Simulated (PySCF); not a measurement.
# Ni³⁺ (nickel, charge +3) across methods

[Ar] 3d7, high-spin 4F determinant. All numbers are calculated (PySCF 2.14, scalar relativity by spin-free X2C-1e, in aug-cc-pVDZ-DK (7s6p4d2f, 59 functions)).

```json
{"method": "r2SCAN0", "E (hartree)": "-1518.251", "mean ε 3p β (eV)": "-113.67", "mean ε 3d α (eV)": "-52.216", "mean ε 3d β (eV)": "-49.116", "Σ⟨r²⟩ (bohr²)": "12.96", "⟨S²⟩": "3.751"}
{"method": "UHF", "E (hartree)": "-1517.03346", "mean ε 3p β (eV)": "-124.22", "mean ε 3d α (eV)": "-60.385", "mean ε 3d β (eV)": "-56.327", "Σ⟨r²⟩ (bohr²)": "12.91", "⟨S²⟩": "3.753"}
{"method": "revPBE", "E (hartree)": "-1518.197", "mean ε 3p β (eV)": "-108.40", "mean ε 3d α (eV)": "-48.515", "mean ε 3d β (eV)": "-45.799", "Σ⟨r²⟩ (bohr²)": "13.06", "⟨S²⟩": "3.751"}
{"method": "MN15", "E (hartree)": "-1519.214", "mean ε 3p β (eV)": "-112.93", "mean ε 3d α (eV)": "-52.458", "mean ε 3d β (eV)": "-48.799", "Σ⟨r²⟩ (bohr²)": "13.01", "⟨S²⟩": "3.751"}
{"method": "LDA", "E (hartree)": "-1515.453", "mean ε 3p β (eV)": "-108.56", "mean ε 3d α (eV)": "-48.860", "mean ε 3d β (eV)": "-45.826", "Σ⟨r²⟩ (bohr²)": "13.08", "⟨S²⟩": "3.751"}
{"method": "PBE0", "E (hartree)": "-1518.070", "mean ε 3p β (eV)": "-112.78", "mean ε 3d α (eV)": "-51.793", "mean ε 3d β (eV)": "-48.772", "Σ⟨r²⟩ (bohr²)": "13.01", "⟨S²⟩": "3.751"}
{"method": "BHandHLYP", "E (hartree)": "-1518.297", "mean ε 3p β (eV)": "-116.96", "mean ε 3d α (eV)": "-54.893", "mean ε 3d β (eV)": "-51.721", "Σ⟨r²⟩ (bohr²)": "12.98", "⟨S²⟩": "3.752"}
{"method": "PBE", "E (hartree)": "-1518.030", "mean ε 3p β (eV)": "-108.46", "mean ε 3d α (eV)": "-48.597", "mean ε 3d β (eV)": "-45.865", "Σ⟨r²⟩ (bohr²)": "13.07", "⟨S²⟩": "3.751"}
{"method": "r2SCAN", "E (hartree)": "-1518.269", "mean ε 3p β (eV)": "-109.76", "mean ε 3d α (eV)": "-49.149", "mean ε 3d β (eV)": "-46.298", "Σ⟨r²⟩ (bohr²)": "13.00", "⟨S²⟩": "3.751"}
```
